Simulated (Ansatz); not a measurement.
Worked example: the enthalpy of formation of CH2BrF (bromofluoromethane)

CH2BrF has 5 atoms, charge 0, and is taken as a singlet. SMILES: `FCBr`. The shape is that of a PBE0-D4/def2-TZVP optimisation.

Total energies at PBE0/cc-pVDZ (Ansatz 0.2.0); the atoms run unrestricted:

```
species    state   energy (Eh)
 CH2BrF  singlet  -2712.830999
      F  doublet    -99.635669
      C  triplet    -37.799013
     Br  doublet  -2573.784714
      H  doublet     -0.500290
```

Harmonic wavenumbers at PBE0-D4/def2-TZVP, in cm⁻¹: 317, 658, 946, 1116, 1253, 1337, 1492, 3106, 3189.

Measured heats of formation of the gaseous atoms at 298.15 K, in kJ/mol: F 79.4, C 716.9, Br 111.9, H 218.0. Spin-orbit lowering of the atoms at 298 K (mean of the ground term's levels less their thermal mean, from spectra), in kJ/mol: F 1.29, C 0.02, Br 14.69. Take 1 Eh = 2625.50 kJ/mol, 1 cm⁻¹ = 0.0119627 kJ/mol, RT = 2.479 kJ/mol.

**Question.** Work out the heat of formation of the gas at 298 K.

**Answer.** 
1. Electronic atomisation energy: (-99.635669) + (-37.799013) + (-2573.784714) + 2 × (-0.500290) − (-2712.830999) = 0.611023 Eh = 1604.2 kJ/mol.
2. Zero-point energy: half the sum of the wavenumbers, 6707 cm⁻¹ = 80.2 kJ/mol.
3. Thermal vibrational enthalpy, Σ hcν̃/(exp(hcν̃/kT) − 1): 1.6 kJ/mol. Translation, rotation and pV of a non-linear molecule: 4 RT = 9.9 kJ/mol.
4. The 5 free atoms carry 5/2 RT each: 31.0 kJ/mol.
5. Spin-orbit coupling lowers the free atoms by 1.29 + 0.02 + 14.69 = 16.0 kJ/mol.
6. Atomisation enthalpy at 298 K: 1604.2 − 16.0 − 80.2 − 1.6 − 9.9 + 31.0 = 1527.5 kJ/mol.
7. Sum of the atoms' heats of formation: 1344.2 kJ/mol. Heat of formation: 1344.2 − 1527.5 = -183.3 kJ/mol.

The tabulated value is -212.4 kJ/mol (Active Thermochemical Tables), so this level is off by +29.1 kJ/mol, or 1.9 % of the atomisation enthalpy. Relativity is left out. Anharmonicity and any spin-orbit splitting of the molecule are left out.
